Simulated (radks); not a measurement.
The samarium ion Sm2+, configuration [Xe] 4f6 (the NIST ground configuration).

Method: scalar-relativistic Kohn-Sham, LB94 model potential, spin-polarised, spherical densities, finite nucleus; open shells are filled with parallel spins first (spin-orbit coupling, left out, can overturn this in heavy ions); Fermi nuclear charge, rms radius 5.0819 fm; computed with a radial shooting solver on a logarithmic mesh with Libxc functionals.

Energy parts (hartree):
kinetic: 11175.8819
electron-nucleus: -25396.3953
Hartree: 4029.9122
(The LB94 potential has no energy functional, so no total or exchange-correlation energy is given.)

Orbitals (lengths in bohr, moments of r in powers of bohr; <r^-3> diverges for s and p1/2; r(90%) holds 90 % of the orbital's charge):
| orbital | occ. | eigenvalue (hartree) | r(90%) | <r^4> | <r^-3> |
|---|---|---|---|---|---|
| 1s up | 1 | -1722.651 | 0.0410 | 1.309e-06 | - |
| 1s down | 1 | -1722.651 | 0.0410 | 1.309e-06 | - |
| 2s down | 1 | -282.6179 | 0.150 | 0.0002102 | - |
| 2s up | 1 | -282.6160 | 0.150 | 0.0002102 | - |
| 2p down | 3 | -252.4066 | 0.139 | 0.0001556 | 10240 |
| 2p up | 3 | -252.4053 | 0.139 | 0.0001556 | 10240 |
| 3s down | 1 | -62.72890 | 0.373 | 0.008233 | - |
| 3s up | 1 | -62.72170 | 0.373 | 0.008250 | - |
| 3p down | 3 | -53.25918 | 0.378 | 0.008585 | 2112 |
| 3p up | 3 | -53.25399 | 0.378 | 0.008607 | 2111 |
| 3d down | 5 | -40.39508 | 0.359 | 0.006907 | 287.7 |
| 3d up | 5 | -40.39052 | 0.359 | 0.006930 | 287.6 |
| 4s up | 1 | -13.00576 | 0.834 | 0.2100 | - |
| 4s down | 1 | -12.89134 | 0.834 | 0.2098 | - |
| 4p up | 3 | -9.91282 | 0.894 | 0.2756 | 461.2 |
| 4p down | 3 | -9.79907 | 0.894 | 0.2753 | 461.0 |
| 4d up | 5 | -5.56681 | 1.01 | 0.4448 | 52.20 |
| 4d down | 5 | -5.45338 | 1.01 | 0.4438 | 52.25 |
| 5s up | 1 | -2.37341 | 2.01 | 7.127 | - |
| 5s down | 1 | -2.26621 | 2.05 | 7.564 | - |
| 5p up | 3 | -1.61843 | 2.40 | 14.07 | 64.63 |
| 5p down | 3 | -1.53032 | 2.46 | 15.61 | 61.07 |
| 4f up | 6 | -0.91728 | 1.65 | 4.004 | 6.546 |
| 4f down | 0 | -0.81061 | 1.71 | 5.046 | 6.483 |

The highest occupied level is 4f up at -24.960 eV. The density falls to 0.001 e/bohr^3 at r = 3.49 bohr. The spin density at the nucleus is 3.421 e/bohr^3 (1s -0.018, 2s 0.473, 3s -2.926, 4s -0.038, 5s 5.929). The electron density at the nucleus is 5.569e+05 e/bohr^3 (large components only).
